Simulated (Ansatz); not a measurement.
Ansatz (a first-principles code) input (B3LYP-D3(BJ)/def2-TZVP):

Ansatz 0.2 input:
```yaml
crystal:
  periodic: [false, false, false]
  atoms:
    - {symbol: C, position_ang: [-1.95560235, 0.25337585, 0.24701673]}
    - {symbol: C, position_ang: [-1.45253830, -1.01364114, 0.29310163]}
    - {symbol: O, position_ang: [-0.12057268, -1.01670596, 0.10939571]}
    - {symbol: C, position_ang: [0.26143443, 0.30043605, -0.06351704]}
    - {symbol: C, position_ang: [-0.84492690, 1.10282181, 0.01611429]}
    - {symbol: C, position_ang: [1.63512761, 0.64088639, -0.28432126]}
    - {symbol: O, position_ang: [2.60561422, -0.03822437, -0.35642888]}
    - {symbol: H, position_ang: [-2.98731377, 0.53657440, 0.36369533]}
    - {symbol: H, position_ang: [-1.91264689, -1.97544338, 0.44438956]}
    - {symbol: H, position_ang: [-0.84133864, 2.17503783, -0.08218574]}
basis:
  gaussian:
    orbitals: def2-TZVP
hamiltonian:
  xc: b3lyp
  dispersion: d3bj
magnetization: {spin_polarized: true, initial_magnetization: 1}
phonons: {temperatures: {t_min: 298.15, t_max: 298.15, t_step: 100}}
```

Output:

```
Functional definition: B3LYP
integrals: 0.16 GiB planned
1334 factors; their error is unknown
mean field: 1.95 GiB planned
mean field evaluation 1: about -9320.8447 eV, gradient 4.5e1 eV
mean field evaluation 2: about -9314.4279 eV, gradient 6.0e1 eV
mean field evaluation 4: about -9328.9365 eV, gradient 5.2e0 eV
mean field evaluation 8: about -9329.0390 eV, gradient 2.8e-1 eV
mean field evaluation 16: about -9329.0392 eV, gradient 1.5e-3 eV
mean field -9329.03917463 eV, -342.8358662179 hartree, gradient 5.1e-5 eV, S^2 0.754269; 0 other end points of the search recorded, 0 dependent functions left out
the calculation of the forces begins
reference -9329.03943221 eV, -342.8358756836 hartree; 25, 24 occupied and 210, 211 virtual orbitals, 1334 factors
these checks for a lower state are left out or cut short: stability, starts, cluster_reference, orbital_swaps, neighbouring_geometries, increment
integrals: 0.16 GiB planned
1334 factors; their error is unknown
mean field: 1.94 GiB planned
mean field evaluation 32: about -9329.0390 eV, gradient 2.9e-6 eV
mean field -9329.03898317 eV, -342.8358591816 hartree, gradient 2.9e-6 eV, S^2 0.754270; 0 other end points of the search recorded, 0 dependent functions left out
the calculation of the forces begins
reference -9329.03924075 eV, -342.8358686477 hartree; 25, 24 occupied and 210, 211 virtual orbitals, 1334 factors
these checks for a lower state are left out or cut short: stability, starts, cluster_reference, orbital_swaps, neighbouring_geometries, increment
integrals: 0.16 GiB planned
1334 factors; their error is unknown
mean field: 1.95 GiB planned
mean field -9329.03886979 eV, -342.8358550150 hartree, gradient 2.9e-6 eV, S^2 0.754268; 0 other end points of the search recorded, 0 dependent functions left out
the calculation of the forces begins
reference -9329.03912735 eV, -342.8358644804 hartree; 25, 24 occupied and 210, 211 virtual orbitals, 1334 factors
these checks for a lower state are left out or cut short: stability, starts, cluster_reference, orbital_swaps, neighbouring_geometries, increment
integrals: 0.16 GiB planned
1334 factors; their error is unknown
mean field: 1.95 GiB planned
mean field -9329.03906352 eV, -342.8358621345 hartree, gradient 2.9e-6 eV, S^2 0.754266; 0 other end points of the search recorded, 0 dependent functions left out
the calculation of the forces begins
reference -9329.03932108 eV, -342.8358715996 hartree; 25, 24 occupied and 210, 211 virtual orbitals, 1334 factors
these checks for a lower state are left out or cut short: stability, starts, cluster_reference, orbital_swaps, neighbouring_geometries, increment
integrals: 0.16 GiB planned
1334 factors; their error is unknown
mean field: 1.95 GiB planned
mean field -9329.03906122 eV, -342.8358620501 hartree, gradient 3.0e-6 eV, S^2 0.754273; 0 other end points of the search recorded, 0 dependent functions left out
the calculation of the forces begins
reference -9329.03931881 eV, -342.8358715164 hartree; 25, 24 occupied and 210, 211 virtual orbitals, 1334 factors
these checks for a lower state are left out or cut short: stability, starts, cluster_reference, orbital_swaps, neighbouring_geometries, increment
integrals: 0.16 GiB planned
1334 factors; their error is unknown
mean field: 1.95 GiB planned
mean field -9329.03911527 eV, -342.8358640365 hartree, gradient 2.9e-6 eV, S^2 0.754268; 0 other end points of the search recorded, 0 dependent functions left out
the calculation of the forces begins
reference -9329.03937282 eV, -342.8358735010 hartree; 25, 24 occupied and 210, 211 virtual orbitals, 1334 factors
these checks for a lower state are left out or cut short: stability, starts, cluster_reference, orbital_swaps, neighbouring_geometries, increment
integrals: 0.16 GiB planned
[...]
1334 factors; their error is unknown
mean field: 1.95 GiB planned
mean field evaluation 224: about -9329.0391 eV, gradient 4.0e-4 eV
mean field -9329.03912712 eV, -342.8358644720 hartree, gradient 3.2e-6 eV, S^2 0.754278; 0 other end points of the search recorded, 0 dependent functions left out
the calculation of the forces begins
reference -9329.03938470 eV, -342.8358739376 hartree; 25, 24 occupied and 210, 211 virtual orbitals, 1334 factors
these checks for a lower state are left out or cut short: stability, starts, cluster_reference, orbital_swaps, neighbouring_geometries, increment
integrals: 0.16 GiB planned
1334 factors; their error is unknown
mean field: 1.95 GiB planned
mean field -9329.03912503 eV, -342.8358643949 hartree, gradient 3.1e-6 eV, S^2 0.754261; 0 other end points of the search recorded, 0 dependent functions left out
the calculation of the forces begins
reference -9329.03938260 eV, -342.8358738607 hartree; 25, 24 occupied and 210, 211 virtual orbitals, 1334 factors
these checks for a lower state are left out or cut short: stability, starts, cluster_reference, orbital_swaps, neighbouring_geometries, increment
integrals: 0.16 GiB planned
1334 factors; their error is unknown
mean field: 1.95 GiB planned
mean field -9329.03903800 eV, -342.8358611966 hartree, gradient 2.9e-6 eV, S^2 0.754269; 0 other end points of the search recorded, 0 dependent functions left out
the calculation of the forces begins
reference -9329.03929553 eV, -342.8358706608 hartree; 25, 24 occupied and 210, 211 virtual orbitals, 1334 factors
these checks for a lower state are left out or cut short: stability, starts, cluster_reference, orbital_swaps, neighbouring_geometries, increment
integrals: 0.16 GiB planned
1334 factors; their error is unknown
mean field: 1.95 GiB planned
mean field -9329.03909816 eV, -342.8358634075 hartree, gradient 2.9e-6 eV, S^2 0.754269; 0 other end points of the search recorded, 0 dependent functions left out
the calculation of the forces begins
reference -9329.03935578 eV, -342.8358728748 hartree; 25, 24 occupied and 210, 211 virtual orbitals, 1334 factors
these checks for a lower state are left out or cut short: stability, starts, cluster_reference, orbital_swaps, neighbouring_geometries, increment
integrals: 0.16 GiB planned
1334 factors; their error is unknown
mean field: 1.95 GiB planned
mean field evaluation 256: about -9329.0392 eV, gradient 2.5e-6 eV
mean field -9329.03915603 eV, -342.8358655343 hartree, gradient 2.9e-6 eV, S^2 0.754269; 0 other end points of the search recorded, 0 dependent functions left out
the calculation of the forces begins
reference -9329.03941361 eV, -342.8358750000 hartree; 25, 24 occupied and 210, 211 virtual orbitals, 1334 factors
these checks for a lower state are left out or cut short: stability, starts, cluster_reference, orbital_swaps, neighbouring_geometries, increment
integrals: 0.16 GiB planned
1334 factors; their error is unknown
mean field: 1.95 GiB planned
mean field -9329.03916447 eV, -342.8358658445 hartree, gradient 3.0e-6 eV, S^2 0.754269; 0 other end points of the search recorded, 0 dependent functions left out
the calculation of the forces begins
reference -9329.03942205 eV, -342.8358753102 hartree; 25, 24 occupied and 210, 211 virtual orbitals, 1334 factors
these checks for a lower state are left out or cut short: stability, starts, cluster_reference, orbital_swaps, neighbouring_geometries, increment
integrals: 0.16 GiB planned
1334 factors; their error is unknown
mean field: 1.95 GiB planned
mean field -9329.03912790 eV, -342.8358645006 hartree, gradient 2.9e-6 eV, S^2 0.754269; 0 other end points of the search recorded, 0 dependent functions left out
the calculation of the forces begins
reference -9329.03938550 eV, -342.8358739672 hartree; 25, 24 occupied and 210, 211 virtual orbitals, 1334 factors
these checks for a lower state are left out or cut short: stability, starts, cluster_reference, orbital_swaps, neighbouring_geometries, increment
integrals: 0.16 GiB planned
1334 factors; their error is unknown
mean field: 1.94 GiB planned
mean field -9329.03914916 eV, -342.8358652818 hartree, gradient 2.9e-6 eV, S^2 0.754270; 0 other end points of the search recorded, 0 dependent functions left out
the calculation of the forces begins
reference -9329.03940671 eV, -342.8358747466 hartree; 25, 24 occupied and 210, 211 virtual orbitals, 1334 factors
these checks for a lower state are left out or cut short: stability, starts, cluster_reference, orbital_swaps, neighbouring_geometries, increment
integrals: 0.16 GiB planned
1334 factors; their error is unknown
mean field: 1.95 GiB planned
mean field -9329.03914100 eV, -342.8358649821 hartree, gradient 2.9e-6 eV, S^2 0.754269; 0 other end points of the search recorded, 0 dependent functions left out
the calculation of the forces begins
reference -9329.03939860 eV, -342.8358744484 hartree; 25, 24 occupied and 210, 211 virtual orbitals, 1334 factors
these checks for a lower state are left out or cut short: stability, starts, cluster_reference, orbital_swaps, neighbouring_geometries, increment
integrals: 0.16 GiB planned
1334 factors; their error is unknown
mean field: 1.95 GiB planned
mean field evaluation 288: about -9329.0386 eV, gradient 4.3e-1 eV
mean field -9329.03910728 eV, -342.8358637426 hartree, gradient 2.9e-6 eV, S^2 0.754269; 0 other end points of the search recorded, 0 dependent functions left out
the calculation of the forces begins
reference -9329.03936484 eV, -342.8358732077 hartree; 25, 24 occupied and 210, 211 virtual orbitals, 1334 factors
these checks for a lower state are left out or cut short: stability, starts, cluster_reference, orbital_swaps, neighbouring_geometries, increment
integrals: 0.16 GiB planned
1334 factors; their error is unknown
mean field: 1.95 GiB planned
mean field -9329.03915251 eV, -342.8358654048 hartree, gradient 2.9e-6 eV, S^2 0.754269; 0 other end points of the search recorded, 0 dependent functions left out
the calculation of the forces begins
reference -9329.03941010 eV, -342.8358748710 hartree; 25, 24 occupied and 210, 211 virtual orbitals, 1334 factors
these checks for a lower state are left out or cut short: stability, starts, cluster_reference, orbital_swaps, neighbouring_geometries, increment
integrals: 0.16 GiB planned
1334 factors; their error is unknown
mean field: 1.95 GiB planned
mean field -9329.03916762 eV, -342.8358659602 hartree, gradient 2.9e-6 eV, S^2 0.754269; 0 other end points of the search recorded, 0 dependent functions left out
the calculation of the forces begins
reference -9329.03942518 eV, -342.8358754254 hartree; 25, 24 occupied and 210, 211 virtual orbitals, 1334 factors
these checks for a lower state are left out or cut short: stability, starts, cluster_reference, orbital_swaps, neighbouring_geometries, increment
integrals: 0.16 GiB planned
1334 factors; their error is unknown
mean field: 1.95 GiB planned
mean field -9329.03909188 eV, -342.8358631768 hartree, gradient 2.9e-6 eV, S^2 0.754269; 0 other end points of the search recorded, 0 dependent functions left out
the calculation of the forces begins
reference -9329.03934944 eV, -342.8358726421 hartree; 25, 24 occupied and 210, 211 virtual orbitals, 1334 factors
these checks for a lower state are left out or cut short: stability, starts, cluster_reference, orbital_swaps, neighbouring_geometries, increment
integrals: 0.16 GiB planned
1334 factors; their error is unknown
mean field: 1.94 GiB planned
mean field evaluation 320: about -9329.0386 eV, gradient 4.3e-1 eV
mean field -9329.03913651 eV, -342.8358648167 hartree, gradient 2.9e-6 eV, S^2 0.754269; 0 other end points of the search recorded, 0 dependent functions left out
the calculation of the forces begins
reference -9329.03939409 eV, -342.8358742829 hartree; 25, 24 occupied and 210, 211 virtual orbitals, 1334 factors
Total energy: -9329.43452771 eV, -342.8503951754 hartree
Atom 0 at    -1.955602     0.253376     0.247017 Å, force     0.000757    -0.000174    -0.000089 eV/Å
Atom 1 at    -1.452538    -1.013641     0.293102 Å, force    -0.000749    -0.001344     0.000226 eV/Å
Atom 2 at    -0.120573    -1.016706     0.109396 Å, force    -0.001460    -0.000124     0.000213 eV/Å
Atom 3 at     0.261434     0.300436    -0.063517 Å, force     0.001083     0.000090    -0.000158 eV/Å
Atom 4 at    -0.844927     1.102822     0.016114 Å, force     0.000389     0.000338    -0.000084 eV/Å
Atom 5 at     1.635128     0.640886    -0.284321 Å, force    -0.001089     0.000980     0.000061 eV/Å
Atom 6 at     2.605614    -0.038224    -0.356429 Å, force     0.000891    -0.000568    -0.000071 eV/Å
Atom 7 at    -2.987314     0.536574     0.363695 Å, force    -0.000478     0.000072     0.000059 eV/Å
Atom 8 at    -1.912647    -1.975443     0.444390 Å, force     0.000700     0.000571    -0.000149 eV/Å
Atom 9 at    -0.841339     2.175038    -0.082186 Å, force    -0.000043     0.000158    -0.000008 eV/Å
Dipole moment:    -0.875406     0.053791     0.116014 e Å
Vibrations: 140.46 193.70 343.00 503.14 608.90 655.04 719.13 783.99 866.68 899.57 911.94 924.28 1036.78 1105.78 1167.71 1201.35 1260.20 1422.14 1481.16 1598.44 1877.08 3254.87 3264.80 3276.74 cm⁻¹, zero-point energy 1.828575 eV
```

It need not be the lowest isomer of its formula.
